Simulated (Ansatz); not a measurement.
A run for Ansatz (a first-principles code): R-CCSD(T)/def2-SVP on C2H6FIn (SMILES C[CH2][InH][F]), a point of a torsion scan. Elements past Kr take the def2 small-core potentials; no spin–orbit coupling. The run froze 12 orbitals, filled d shells among them.

Ansatz 0.2 input:
```yaml
crystal:
  periodic: [false, false, false]
  atoms:
    - {symbol: C, position_ang: [-1.16815207, 0.20348832, -0.68801526]}
    - {symbol: C, position_ang: [-0.49293208, -0.04449939, 0.64774551]}
    - {symbol: In, position_ang: [1.75758467, 0.06570816, 0.56669578]}
    - {symbol: F, position_ang: [2.37975381, 1.49297024, 1.78599686]}
    - {symbol: H, position_ang: [-0.88528725, -0.55217277, -1.42095940]}
    - {symbol: H, position_ang: [-2.25228516, 0.16251668, -0.56577319]}
    - {symbol: H, position_ang: [-0.90688580, 1.18547476, -1.08365795]}
    - {symbol: H, position_ang: [-0.71259101, 0.74317869, 1.37081992]}
    - {symbol: H, position_ang: [-0.76889553, -1.01306511, 1.06314553]}
    - {symbol: H, position_ang: [3.17470593, -0.59753019, -0.19697130]}
basis:
  gaussian:
    orbitals: def2-SVP
magnetization: {spin_polarized: false}
correlation: {method: ccsd_t, electrons: outside_noble_gas}
scf: {lower_state_search: off}
```

Output:

```
WARN ansatz: RAYON_NUM_THREADS=1 ignored (pool sized by the plan → 1); use --threads N
Functional definition: HF
these checks for a lower state are left out or cut short: stability, starts, cluster_reference, orbital_swaps, neighbouring_geometries, increment
integrals: 0.13 GiB planned
1068 factors; integrals over basis functions are off by at most 1.5e-3 eV
mean field: 0.28 GiB planned
mean field evaluation 1: about -10002.7444 eV, gradient 4.0e1 eV
mean field evaluation 2: about -10002.8370 eV, gradient 4.0e1 eV
mean field evaluation 4: about -10006.5874 eV, gradient 3.1e0 eV
mean field evaluation 8: about -10006.6395 eV, gradient 2.4e-1 eV
mean field -10006.63980670 eV, -367.7372301522 hartree, gradient 1.4e-6 eV, S^2 0.000000; 0 other end points of the search recorded, 0 dependent functions left out
12 core orbitals not correlated, not the lowest: weight in the atoms' cores, before any rotation towards them, 0.828 or more for the frozen orbitals, at most 0.274 for the correlated occupied ones
reference -10006.63980670 eV, -367.7372301522 hartree; 12, 12 occupied and 74, 74 virtual orbitals, 1068 factors
second order -14.71533506 eV of doubles, -0.00000000 eV of singles
coupled cluster: 0.34 GiB planned
cycle   1  -15.30262598 eV  change   -5.9e-1 eV  update   9.9e-2
cycle   2  -15.67843014 eV  change   -3.8e-1 eV  update   3.3e-2
cycle   3  -15.81234507 eV  change   -1.3e-1 eV  update   2.1e-2
cycle   4  -15.81608040 eV  change   -3.7e-3 eV  update   5.4e-3
cycle   5  -15.81294756 eV  change    3.1e-3 eV  update   2.6e-3
cycle   6  -15.81289576 eV  change    5.2e-5 eV  update   8.5e-4
cycle   7  -15.81280837 eV  change    8.7e-5 eV  update   3.2e-4
cycle   8  -15.81272791 eV  change    8.0e-5 eV  update   1.0e-4
cycle   9  -15.81272742 eV  change    4.9e-7 eV  update   4.0e-5
cycle  10  -15.81274309 eV  change   -1.6e-5 eV  update   1.6e-5
perturbative correction -0.37383941 eV, -0.0137383449 hartree
Total energy: -10022.82638920 eV, -368.3320760874 hartree
Checks for a lower state left out: stability, starts, cluster_reference, orbital_swaps, neighbouring_geometries, increment
```

Self-consistency was reached.

Cost: very roughly 8 core-seconds.
